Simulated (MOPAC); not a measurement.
MOPAC input (MNDO):

```
MNDO PRECISE GNORM=0.05 LET XYZ GEO-OK AUX(PRECISION=9) THREADS=1
C4H7BO

C     2.53456600 1   -0.31571300 1   -0.08982600 1
C     1.30305200 1   -0.82049300 1    0.01392300 1
B     0.01797700 1    0.05605200 1    0.07294900 1
O     0.17725700 1    1.41354300 1    0.02370800 1
C    -1.40098500 1   -0.59736600 1    0.17207900 1
C    -2.54277100 1    0.01244700 1   -0.15075000 1
H     3.42024800 1   -0.94039900 1   -0.13433300 1
H     2.69573700 1    0.75569700 1   -0.13380500 1
H     1.20143200 1   -1.90292300 1    0.05391500 1
H    -0.64619300 1    1.90410200 1    0.10985000 1
H    -1.46670000 1   -1.63796400 1    0.48326300 1
H    -3.50737100 1   -0.48011200 1   -0.10007700 1
H    -2.56826000 1    1.03974500 1   -0.50578300 1
```

From the output:

```
                                                       MOPAC v23.2.5 Linux

          FINAL HEAT OF FORMATION =        -60.64870 KCAL/MOL =    -253.75417 KJ/MOL

          COSMO AREA              =        136.40 SQUARE ANGSTROMS
          COSMO VOLUME            =        122.67 CUBIC ANGSTROMS

          GRADIENT NORM           =          0.03174          =       0.00880 PER ATOM
          IONIZATION POTENTIAL    =          9.917570 EV
          HOMO LUMO ENERGIES (EV) =         -9.918  0.846
          NO. OF FILLED LEVELS    =         16
          MOLECULAR WEIGHT        =         81.9087         POINT GROUP:  C1

          MOLECULAR DIMENSIONS (Angstroms)

            Atom       Atom       Distance
            H    12    H     7     6.59743
            H    10    H     9     3.72773
            H    11    H    13     2.87337

          SCF CALCULATIONS        =        203

   ATOM   CHEMICAL          X               Y               Z
  NUMBER   SYMBOL      (ANGSTROMS)     (ANGSTROMS)     (ANGSTROMS)

     1       C          2.46025212  *  -0.58297114  *   0.00821533  *
     2       C          1.18300623  *  -0.59669033  *  -0.40202497  *
     3       B          0.01330565  *   0.28845127  *   0.07486547  *
     4       O          0.22798997  *   1.61601289  *   0.17925291  *
     5       C         -1.35124337  *  -0.35088049  *   0.43745864  *
     6       C         -2.46620313  *  -0.40856736  *  -0.30179408  *
     7       H          3.20501877  *  -1.28298645  *  -0.37255010  *
     8       H          2.86160604  *   0.10497602  *   0.75110064  *
     9       H          0.87745140  *  -1.33565773  *  -1.15454663  *
    10       H         -0.49881453  *   2.15238361  *   0.45926699  *
    11       H         -1.33086531  *  -0.83393828  *   1.42376464  *
    12       H         -3.36974502  *  -0.91786234  *   0.03395300  *
    13       H         -2.56766574  *   0.03592888  *  -1.29120034  *

                             CARTESIAN COORDINATES

   1    C        2.460252117    -0.582971141     0.008215333
   2    C        1.183006234    -0.596690327    -0.402024968
   3    B        0.013305645     0.288451273     0.074865466
   4    O        0.227989970     1.616012888     0.179252906
   5    C       -1.351243373    -0.350880486     0.437458643
   6    C       -2.466203129    -0.408567364    -0.301794078
   7    H        3.205018769    -1.282986455    -0.372550095
   8    H        2.861606043     0.104976021     0.751100639
   9    H        0.877451404    -1.335657729    -1.154546634
  10    H       -0.498814530     2.152383612     0.459266989
  11    H       -1.330865311    -0.833938280     1.423764635
  12    H       -3.369745017    -0.917862340     0.033953005
  13    H       -2.567665740     0.035928879    -1.291200340

           Empirical Formula: C4 H7 O B  =    13 atoms

      MOLECULAR POINT GROUP   :   C1

                  EIGENVALUES
 -42.09409 -35.96223 -35.07917 -24.45549 -22.32098 -20.44001 -16.75299 -15.65790
 -15.17741 -14.80591 -14.07492 -13.29116 -12.54852 -11.48195 -10.10162  -9.91757
   0.84625   1.13102   2.49643   2.73106   4.08191   4.28993   4.87221   5.14533
   5.17769   5.47373   5.62612   6.51446   6.63302   7.20622   8.15316

              NET ATOMIC CHARGES AND DIPOLE CONTRIBUTIONS

  ATOM NO.   TYPE          CHARGE      No. of ELECS.   s-Pop       p-Pop
    1          C          -0.020998        4.0210     1.23168     2.78932
    2          C          -0.112403        4.1124     1.21404     2.89836
    3          B           0.091090        2.9089     1.13088     1.77803
    4          O          -0.211603        6.2116     1.75853     4.45307
    5          C          -0.143302        4.1433     1.22093     2.92237
    6          C          -0.047341        4.0473     1.22863     2.81871
    7          H           0.031552        0.9684     0.96845
    8          H           0.039356        0.9606     0.96064
    9          H           0.045964        0.9540     0.95404
   10          H           0.201367        0.7986     0.79863
   11          H           0.054962        0.9450     0.94504
   12          H           0.035443        0.9646     0.96456
   13          H           0.035914        0.9641     0.96409
 DIPOLE           X         Y         Z       TOTAL
 POINT-CHG.    -0.252     0.441     0.268     0.574
 HYBRID        -0.699    -0.114     0.230     0.745
 SUM           -0.951     0.327     0.498     1.123

          ATOMIC ORBITAL ELECTRON POPULATIONS

     Atom    s        px        py        pz
    1  C   1.23168   0.90992   0.93415   0.94525
    2  C   1.21404   0.93791   0.97934   0.98112
    3  B   1.13088   0.73562   0.67119   0.37123
    4  O   1.75853   1.47718   1.27295   1.70294
    5  C   1.22093   0.96275   1.00517   0.95445
    6  C   1.22863   0.91882   0.96874   0.93116
    7  H   0.96845
    8  H   0.96064
    9  H   0.95404
   10  H   0.79863
   11  H   0.94504
   12  H   0.96456
   13  H   0.96409

 **********************
 *                    *
 * JOB ENDED NORMALLY *
 *                    *
 **********************

 == MOPAC DONE ==
```

The geometry given is a B3LYP-D3(BJ)/def2-TZVP minimum.
